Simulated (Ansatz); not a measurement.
Cost and result for the atomization energy of C₇H₁₈AgOP, SMILES `CC[P+](CC)(CC)[Ag-][O]C` (28 atoms, 27 bonds).

```xyz
28

C     1.885   -0.547   -2.268
C     1.361    0.664   -1.509
P     0.091    0.226   -0.267
C    -1.389   -0.146   -1.276
C    -2.624   -0.418   -0.431
C    -0.293    1.811    0.568
C    -0.775    2.952   -0.312
Ag    0.694   -1.449    1.186
O     1.229   -2.980    2.345
C     1.300   -2.925    3.725
H     2.675   -0.253   -2.962
H     1.098   -1.029   -2.852
H     2.295   -1.292   -1.583
H     2.175    1.146   -0.959
H     0.951    1.408   -2.198
H    -1.139   -1.028   -1.872
H    -1.561    0.676   -1.978
H    -2.442   -1.227    0.280
H    -2.926    0.464    0.139
H    -3.467   -0.707   -1.062
H    -1.028    1.577    1.342
H     0.620    2.087    1.105
H    -1.708    2.704   -0.823
H    -0.038    3.222   -1.071
H    -0.963    3.843    0.291
H     1.618   -3.903    4.125
H     2.028   -2.185    4.105
H     0.336   -2.692    4.212
```

Total charge 0; spin multiplicity 1. Correlated methods include outer-core shells of Ag, which these sets cover unevenly. Ag takes the def2 core potential. The geometry is a stationary point of PBE0-D4/def2-TZVP. It is one conformer, not always the lowest. Program: Ansatz. All runs use 11 threads of an AMD EPYC 7R13 on a shared host and a whole NVIDIA H100 80 GB. Times are those of one run each, without the atoms' runs, and a repeat can differ threefold. Electronic energies, without spin–orbit coupling; frozen cores. CCSD(T)/CBS adds CCSD(T) − MP2 in def2-TZVPP to the MP2 limit, and its time is that of the two runs behind it. T1 = 0.015. With those shells the extrapolation isn't a true limit.

CCSD(T)/CBS is a level of theory with its own doubt, some kJ/mol a heavy atom from the limit and from the frozen cores, so smaller differences don't rank the functionals.

| level | functions | wall time | atomization (kJ/mol) | difference from CCSD(T)/CBS | per bond |
| --- | --- | --- | --- | --- | --- |
| PBE0-D4/def2-TZVPP | 598 | 2.2 s | 10543.4 | 44.2 | 1.6 |
| revPBE-D4/def2-TZVPP | 598 | 2.4 s | 10476.7 | -22.5 | -0.8 |
| PBE-D4/def2-TZVPP (with forces) | 598 | 2.5 s | 10698.0 | 198.8 | 7.4 |
| r2SCAN-D4/def2-TZVPP (with forces) | 598 | 2.8 s | 10536.4 | 37.2 | 1.4 |
| ωB97X-V/def2-TZVPP | 598 | 2.9 s | 10525.3 | 26.1 | 1.0 |
| B97M-V/def2-TZVPP | 598 | 3.2 s | 10512.5 | 13.3 | 0.5 |
| B2PLYP/def2-TZVPP | 598 | 3.3 s | 10371.6 | -127.6 | -4.7 |
| PBE-QIDH/def2-TZVPP | 598 | 3.3 s | 10449.3 | -49.9 | -1.8 |
| ωB97M-V/def2-TZVPP (with forces) | 598 | 4 s | 10531.3 | 32.1 | 1.2 |
| CCSD(T)/def2-SVP | 251 | 5.5 s | 10012.9 | -486.3 | -18.0 |
| MP2/def2-QZVPP | 1154 | 6 s | 10513.4 | 14.2 | 0.5 |
| CCSD(T)/def2-TZVPP | 598 | 97 s | 10249.0 | -250.2 | -9.3 |
| CCSD(T)/CBS(def2) | – | 100 s | 10499.2 | 0.0 | 0.0 |

The D4 term adds +125.3 kJ/mol with B3LYP and +68.3 kJ/mol with PBE0; it sums over pairs of atoms, weighted by their polarisabilities, and B3LYP, whose exchange is more repulsive, gets the larger term. In def2-TZVPP, CCSD(T) changes the Hartree–Fock value by +2555.6 kJ/mol (the triples alone add +148.8 kJ/mol) and MP2 by +2671.9 kJ/mol; breaking electron pairs costs correlation energy, which Hartree–Fock lacks. From PBE to PBE0 (25 % exact exchange), in def2-TZVPP and without D4, the atomization energy moves by −143.9 kJ/mol: exact exchange takes away binding that semilocal exchange gives to molecules.

B3LYP here is the variant with VWN-RPA as its local correlation; programs differ in this.
